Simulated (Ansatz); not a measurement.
Worked example: C3H8AlF + C2H6CdO → C3H9AlO + C2H5CdF

Species: C3H8AlF `C[CH2][Al]([CH3])[F]`, singlet; C2H6CdO `C[CH2][Cd][OH]`, singlet; C3H9AlO `C[CH2][Al]([CH3])[OH]`, singlet; C2H5CdF `C[CH2][Cd][F]`, singlet. The partners trade F for OH: Al–F and Cd–OH bonds give way to Al–OH and Cd–F.

Shapes, held fixed at every level: PBE0-D4/def2-TZVP. Flexible molecules stand in one conformer, not always the lowest. Programs: Ansatz 0.2.0. Electronic energies: no zero-point or thermal term.

At CCSD(T)/def2-TZVPP; 1 Eh = 2625.50 kJ/mol:

| species | energy (Eh) |
| --- | --- |
| C3H8AlF | -460.746541 |
| C2H6CdO | -322.368254 |
| C3H9AlO | -436.719337 |
| C2H5CdF | -346.389635 |

Q: Work out ΔE of the reaction at this level.

A: 
1. Products less reactants: (-436.719337) + (-346.389635) − [(-460.746541) + (-322.368254)] = 0.005823 Eh = +15.3 kJ/mol.

Other levels give +1.8 (HF/def2-SVP) to +16.2 kJ/mol (MP2/def2-SVP). No measured value is set beside it here. For atoms past krypton def2 sets carry core potentials with scalar relativity. Outer-core shells of Cd are correlated in most correlated rows, in sets that cover them unevenly.
